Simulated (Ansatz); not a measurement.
```yaml
crystal:
  periodic: [true, true, true]
  atoms:
    - {symbol: C, position_ang: [-0.285543, 1.592045, -0.450092]}
    - {symbol: S, position_ang: [0.414259, -0.001747, -0.885329]}
    - {symbol: C, position_ang: [1.616160, -0.201128, 0.431853]}
    - {symbol: Ga, position_ang: [-1.384758, -1.505147, -0.067397]}
    - {symbol: H, position_ang: [0.471944, 2.370272, -0.545279]}
    - {symbol: H, position_ang: [-0.685533, 1.559166, 0.563979]}
    - {symbol: H, position_ang: [-1.096614, 1.785626, -1.151701]}
    - {symbol: H, position_ang: [1.119760, -0.145628, 1.401422]}
    - {symbol: H, position_ang: [2.391616, 0.560428, 0.346913]}
    - {symbol: H, position_ang: [2.061005, -1.188451, 0.310059]}
    - {symbol: H, position_ang: [-1.450900, -0.863631, 1.382727]}
    - {symbol: H, position_ang: [-2.513869, -1.111906, -1.096013]}
    - {symbol: H, position_ang: [-0.637126, -2.884599, -0.226442]}
basis:
  gaussian: {orbitals: def2-mTZVPP}
hamiltonian: {xc: {name: BHLYP}, pseudopotentials: {relativity: scalar}}
```

```sh
$ ansatz run in.yaml --threads 4 --pin off --events-out ev --progress --plain --max-ram 10444MiB
```

It prints (some lines left out):

```
Error: YAML parse error: error: line 2 column 3: crystal: missing field `lattice` (a structure is typed as `lattice` and `atoms`, a molecule's as `atoms` in Å alone, or read from a run's directory, `checkpoint`)
 --> <input>:2:3
1 | crystal:
2 |   periodic: [true, true, true]
3 |   atoms:
4 |     - {symbol: C, position_ang: [-0.285543, 1.592045, -0.450092]}
```

Q: What is wrong with this run?

A: The molecule is marked periodic without a cell. The input was rejected before any iteration.
